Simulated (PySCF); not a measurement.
This PySCF input asks for the NMR shieldings of `InChI=1S/C3H4F3.Al.H3N.2H/c1-2-3(4,5)6;;;;/h1-2H2;;1H3;;`; the geometry comes from GFN2-xTB.

```python
import basis_set_exchange as bse
import numpy as np
from pyscf import gto, dft
from pyscf.prop import nmr

atoms = """
N     1.811539    1.014289    0.687335
Al    1.354383   -0.927644    0.137642
C    -0.253973   -0.870317   -1.106506
C    -1.654300   -0.565672   -0.557902
C    -1.579321    0.616459    0.366701
F    -1.017662    1.705047   -0.202863
F    -0.818496    0.367429    1.453810
F    -2.771307    1.021339    0.832148
H     1.524117    1.726926    0.019210
H     1.421016    1.255918    1.595543
H     2.825778    1.046299    0.760461
H     2.663331   -1.109862   -0.694120
H     1.259851   -1.565542    1.551544
H    -0.320181   -1.828694   -1.640405
H    -0.037646   -0.141042   -1.904705
H    -2.382381   -0.331669   -1.341578
H    -2.031747   -1.401234    0.033775
"""
names = dict.fromkeys(["N", "Al", "C", "F", "H"], "pcSseg-1")
basis = {el: gto.basis.parse(bse.get_basis(n, elements=[el], fmt="nwchem")) for el, n in names.items()}
mol = gto.M(atom=atoms, basis=basis, charge=0, verbose=0)
mf = dft.RKS(mol, xc="PBE0")
mf.grids.level = 2
mf.grids.alignment = dft.numint.BLKSIZE   # the property module wants whole blocks of grid points
mf.conv_tol = 1e-9
mf.kernel()

calc = nmr.RKS(mf)   # GIAO
C = mf.mo_coeff
Co = C[:, mf.mo_occ > 0]
resp = mf.gen_response(singlet=True, hermi=2)
def vind(x):   # induced exchange potential for any number of trial vectors
    d = np.einsum("pi,xij,qj->xpq", C, 2 * x.reshape(-1, C.shape[1], Co.shape[1]), Co, optimize=True)
    return np.einsum("xpq,pi,qj->xij", resp(d - d.transpose(0, 2, 1)), C, Co, optimize=True).ravel()
mo1, _ = nmr.rhf.solve_mo1(calc, with_cphf=vind)
sigma = calc.kernel(mo1)
for i, s in enumerate(sigma):   # ppm
    print("%2d %-2s %9.2f" % (i, mol.atom_pure_symbol(i), np.trace(s) / 3))
```

Task: What does it print?

Result: 
```
 0 N     234.46
 1 Al    414.87
 2 C     181.59
 3 C     151.92
 4 C      47.22
 5 F     261.37
 6 F     252.48
 7 F     250.11
 8 H      29.45
 9 H      29.14
10 H      29.61
11 H      27.72
12 H      27.59
13 H      31.25
14 H      31.16
15 H      29.10
16 H      29.49
```

These numbers come from an equivalent density-fitted implementation of the same equations, which agrees with the script to about 0.01 ppm for H and up to a few tenths of a ppm for heavy atoms, so last digits may differ.

Size and cost of the density-fitted run: 188 basis functions, 58 s wall time on 1 thread of an Arm Neoverse N1, shared host.
